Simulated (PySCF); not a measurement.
Compound: C₄H₈F₂Si.
Bonds: C1–C2 (double), C2–Si3, C2–C4, C4–C5, C5–F6, C5–F7. Hydrogens: H8, H9 on C1; H10, H11, H12 on Si3; H13, H14 on C4; H15 on C5.

Computed with core-valence-separated Tamm–Dancoff BHandHLYP/aug-pcX-1 (pcseg-1 on H, def2-SVPD on Si) in PySCF, non-relativistic, gas phase, PBE0-D3(BJ)/def2-SVP geometry.

Computed carbon K-edge spectrum, Gaussian lines of 0.6 eV full width, highest printed point 100; it ends one width below the last computed root. BHandHLYP without relativity tends to put these K edges a few eV too low, so spacings mean more than positions.

```csv
photon energy (eV),absorption
281.5,0
281.6,1
281.7,3
281.8,8
281.9,18
282.0,35
282.1,57
282.2,80
282.3,96
282.4,100
282.5,89
282.6,69
282.7,45
282.8,26
282.9,13
283.0,5
283.1,2
283.2,1
283.3,0
283.4,0
283.5,0
283.6,0
283.7,0
283.8,0
283.9,0
284.0,0
284.1,0
284.2,0
284.3,0
284.4,0
284.5,0
284.6,0
284.7,0
284.8,0
284.9,0
285.0,0
285.1,0
285.2,0
285.3,1
285.4,2
285.5,3
285.6,4
285.7,7
285.8,11
285.9,18
286.0,26
286.1,37
286.2,50
286.3,62
286.4,73
286.5,78
286.6,75
286.7,66
286.8,52
286.9,39
287.0,30
287.1,26
287.2,26
287.3,27
```

**Question.** Where are the maxima, and which lines make them up?

**Answer.** 2 maxima:
- 282.4 eV: C2 (fully substituted alkene carbon), 282.41 eV, f = 0.060, 1s→π*, 51 % of the height at the exact maximum; C1 (terminal =CH2 carbon), 282.34 eV, f = 0.058, 1s→π*, 49 % of the height at the exact maximum
- 286.5 eV: C1 (terminal =CH2 carbon), 286.56 eV, f = 0.033, 36 % of the height at the exact maximum; C4 (allylic carbon), 286.63 eV, f = 0.030, 30 % of the height at the exact maximum; C2 (fully substituted alkene carbon), 286.44 eV, f = 0.015, 15 % of the height at the exact maximum; C4 (allylic carbon), 286.26 eV, f = 0.021, 14 % of the height at the exact maximum

Further lines of some strength in the range: C1, 286.03 eV, f = 0.010; C2, 286.82 eV, f = 0.005.

Roots within 0.03 eV on the same or equivalent atoms count as one line; shares under 12 % aren't listed.

Vibrational structure and lifetime widths aren't in the curve. The ionisation threshold wasn't computed; near and above it a finite basis only mimics Rydberg series and continuum.

Conformer computed: `[CH2:1]=[C:2]([SiH3:3])[CH2:4][CH:5]([F:6])[F:7]`: C1–C2–C4–C5 121°, C2–C4–C5–F6 62°.

One conformer stands for the species.
